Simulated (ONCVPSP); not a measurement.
**PW91 ONCV dataset for Au, scalar-relativistic all-electron reference.**

ONCVPSP 4.0.1 input, shortened (lines: element, Z, core and valence counts, functional; n l f; lmax; l rc ep ncon nbas qcut; lloc lpopt rc5 dvloc0; l nproj debl; icmod fcfact rcfact), PW91, scalar-relativistic:

```
  Au 79.00   10    4  -109134      upf
    1    0    2.00
    2    0    2.00
    2    1    6.00
    3    0    2.00
    3    1    6.00
    3    2   10.00
    4    0    2.00
    4    1    6.00
    4    2   10.00
    4    3   14.00
    5    0    2.00
    5    1    6.00
    5    2   10.00
    6    1    1.00
    2
    0    1.60    0.00    4    8    6.60
    1    1.95    0.00    4    8    6.40
    2    1.75    0.00    4    9    9.00
    0    5    1.60    0.00
    0    0    2.30
    1    2    3.90
    2    2    0.70
    0    0.00    0.00
```

All-electron outer shells of the reference configuration (PW91, scalar-relativistic, ld1.x):

| shell | level (eV) | outermost node (bohr) | outermost maximum (bohr) |
| --- | --- | --- | --- |
| 5s | -110.67 | 0.48 | 0.84 |
| 4f | -83.39 | – | 0.37 |
| 5p | -62.07 | 0.52 | 0.96 |
| 5d | -9.05 | 0.56 | 1.21 |
| 6p | -1.83 | 1.32 | 3.38 |

(1) Estimate the cutoffs (Ha) at which the residual kinetic energy of the hardest occupied pseudo-wave falls to 1 and 0.1 mHa per electron.

(2) Does the potential have ghost states?

(3) Which valence shell sets the plane-wave cutoff?

Answers

(1) 22 Ha and 26 Ha.

(2) No bound ghost flagged; no localised positive-energy state flagged.

(3) 5d: 22 Ha for 1 mHa per electron, against 17 Ha for 5s.

Its largest configuration-test error is -5.3 meV (5s2 5p6 5d9 6p0). 2 of 4 tests not solved or not reliable.
